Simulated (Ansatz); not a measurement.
The first iterations of a band of BF₂H₂OP (7 atoms, charge 0, multiplicity 1).

Level of theory: Ansatz, RKS PBE-D4/def2-SVP.

- movable images: 5
- climbing image: yes
- spring: 5.0 eV/Å²
- optimiser: quadratic models (default)
- start path: IDPP
- force threshold: 0.05 eV/Å
- iteration limit: 60
- end points: relaxed

First end point:

```xyz
7
Properties=species:S:1:pos:R:3
F 1.045 -1.710 -0.059
B 0.103 -1.122 0.687
F -0.280 -1.722 1.810
O -0.461 0.064 0.343
P -0.161 0.837 -1.159
H -1.112 1.897 -0.936
H 0.929 1.689 -0.732
```

Last end point:

```xyz
7
Properties=species:S:1:pos:R:3
F 1.350 -2.065 0.326
B 0.433 -1.101 0.291
F -0.851 -1.447 0.436
O 0.830 0.182 0.116
P -0.111 1.606 0.071
H -1.433 1.014 0.084
H -0.157 1.743 -1.369
```

| iteration | highest image above the first end (eV) | largest band force component (eV/Å) |
| --- | --- | --- |
| 1 | 2.284 | 1.586 |
| 2 | 1.390 | 1.723 |
| 3 | 1.308 | 0.922 |
| 4 | 1.260 | 3.134 |
| 5 | 1.327 | 3.487 |
| 6 | 1.403 | 2.710 |
| 7 | 1.263 | 2.639 |
| 8 | 1.097 | 2.844 |
| 9 | 1.039 | 2.859 |
| 10 | 0.883 | 2.809 |
| 11 | 1.658 | 2.444 |
| 12 | 1.156 | 2.807 |
| 13 | 0.789 | 2.113 |
| 14 | 1.571 | 2.245 |
| 15 | 1.235 | 2.515 |
| 16 | 0.936 | 2.139 |
| 17 | 1.017 | 1.894 |
| 18 | 1.287 | 2.166 |
| 19 | 1.087 | 1.901 |

**Question.** Does the band converge within its limit, and where does its top end?

**Answer.** It converged. It ended after 58 iterations with the highest image 2.028 eV above the first end. The profile has 2 maxima (images 2, 4) with wells between them (image 3): this band takes more than one step, which may be the mechanism or a detour left from its start path. Neighbouring images differ by up to 2.0 eV, so the band resolves the path poorly. A vibrational analysis at the climbing image gives one clearly imaginary mode, 980i cm⁻¹: a first-order saddle point.

Time of the run: 9 min on 1 thread of Arm Neoverse V2, on a shared host, peak memory 0.11 GiB.
